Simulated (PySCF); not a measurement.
Species: C2H7BO2S.
Atom-mapped SMILES: `[CH3:1][O:2][B:3]([OH:4])[S:5][CH3:6]` (hydrogens: H7, H8, H9 on C1; H10 on O4; H11, H12, H13 on C6)

Cartesian coordinates in Å at the PBE0-D3(BJ)/def2-SVP level; atoms count from 1:
```
atom  x, y, z in Å
C1    -1.7988    0.7836    0.0557
O2    -0.4619    0.3728    0.0067
B3    -0.1143   -0.9301   -0.2042
O4    -1.0020   -1.9470   -0.3815
S5     1.6480   -1.3633   -0.2575
C6     2.4131    0.2554    0.0412
H7    -2.3324    0.5790   -0.8911
H8    -2.3513    0.3021    0.8833
H9    -1.8247    1.8697    0.2227
H10   -1.9232   -1.6727   -0.3758
H11    2.1717    0.6283    1.0453
H12    3.4991    0.1164   -0.0410
H13    2.0837    0.9911   -0.7039
```

The calculation used PBE0-D3(BJ)/def2-SVP geometry optimisation, gas phase in PySCF 2.14.0.

Masses are those of the commonest isotopes; rigid-rotor values at the optimised geometry. The values belong to one conformer with, in the numbering `[CH3:1][O:2][B:3]([OH:4])[S:5][CH3:6]`, C1–O2–B3–O4 0°, O2–B3–O4–H 2°, O2–B3–S5–C6 1°.

(1) Give the principal moments of inertia and the rotational constants in GHz.

(2) What kind of rotor is it?

(3) Is it planar, by Δ = Ic − Ia − Ib?

(4) Predict some low-J microwave lines.

Results:

(1) Ia = 109.79, Ib = 252.88, Ic = 356.19 u·Å²; 505379 MHz·u·Å²/I gives 4603, 1998 and 1419 MHz, that is A = 4.6031, B = 1.9985, C = 1.4188 GHz.

(2) An asymmetric top: κ = (2 × 1998 − 4603 − 1419)/(4603 − 1419) = -0.64.

(3) Not planar: Δ = Ic − Ia − Ib = -6.48 u·Å². For a rigid frame Δ = −2 Σ m c², so Σ m c² = 3.24 u·Å² lies off the ab plane, practically all of it from hydrogen. The atom farthest from that plane is 0.94 Å away.

(4) The dipole components are |μa| = 3.24 D, |μb| = 1.78 D, |μc| = 0.03 D. The squared components, which scale the intensities, stand as 1.00 : 0.30 : 0.00 (a : b : c). Some of the stronger lines:

```
type  branch         J(Ka,Kc)    MHz  lower level (cm⁻¹)
   a       Q  3(2,1) ← 3(2,2)    420               1.070
   a       Q  1(1,0) ← 1(1,1)    580               0.201
   b       Q  1(1,0) ← 1(0,1)   3184               0.114
   b       R  3(1,2) ← 2(2,1)   3249               0.728
   a       Q  3(1,2) ← 3(1,3)   3470               0.721
   b       Q  2(1,1) ← 2(0,2)   3850               0.339
   b       R  2(0,2) ← 1(1,1)   4144               0.201
   a       R  2(1,2) ← 1(1,1)   6255               0.201
   a       R  2(0,2) ← 1(0,1)   6748               0.114
   b       Q  3(2,1) ← 3(1,2)   7423               0.837
   b       R  3(0,3) ← 2(1,2)   7807               0.410
   b       Q  2(2,0) ← 2(1,1)   7900               0.468
   b       R  2(1,2) ← 1(0,1)   8860               0.114
   a       R  3(1,3) ← 2(1,2)   9332               0.410
   b       Q  2(2,1) ← 2(1,2)   9553               0.410
   a       R  3(2,2) ← 2(2,1)  10252               0.728
   b       Q  3(2,2) ← 3(1,3)  10473               0.721
   a       R  3(2,1) ← 2(2,0)  10586               0.731
   a       R  3(1,2) ← 2(1,1)  11063               0.468
   b       R  3(1,3) ← 2(0,2)  11443               0.339
   b       Q  3(3,0) ← 3(2,1)  14111               1.084
   b       R  2(2,0) ← 1(1,1)  15894               0.201
   b       R  3(2,2) ← 2(1,1)  18066               0.468
   b       R  3(2,1) ← 2(1,2)  20225               0.410
```

Not checked by PBE0-D3(BJ)/def2-SVP frequencies. Zero-point vibration and centrifugal distortion are left out. A rigid rotor knows nothing of internal rotation, which can split or shift real lines. Quadrupole hyperfine structure (11B) is left out.
